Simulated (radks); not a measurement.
Question: These are the eigenvalues of the occupied orbitals of an atom or ion with whole-number occupations (Ry). All-electron calculation, Dirac Kohn-Sham, LB94 model potential, spin-unpolarised, spherical densities, finite nucleus; Fermi nuclear charge, rms radius of each element as measured or else 0.836 A^(1/3) + 0.57 fm. Program: a radial shooting solver on a logarithmic mesh with Libxc functionals.

1s1/2: -5405.459
2s1/2: -1166.931
2p1/2: -1131.465
2p3/2: -1029.903
3s1/2: -450.4212
3p1/2: -436.6494
3p3/2: -411.0055
3d3/2: -391.3986

Which element is it, and in what charge state? The configuration may be excited. Open shells, if any, fill j = l - 1/2 first.

Answer: Z = 74, tungsten, charge +55: W55+ in [Ar] 3d1. The list shows which subshells hold electrons but not how many an open one holds; the 1s level, -2702.7 hartree, gives Z - s = 73.5 by -(Z - s)^2/2, which with screening and relativity narrows Z to a few neighbours, and the depths of the outer levels then fix element, charge and occupations together.
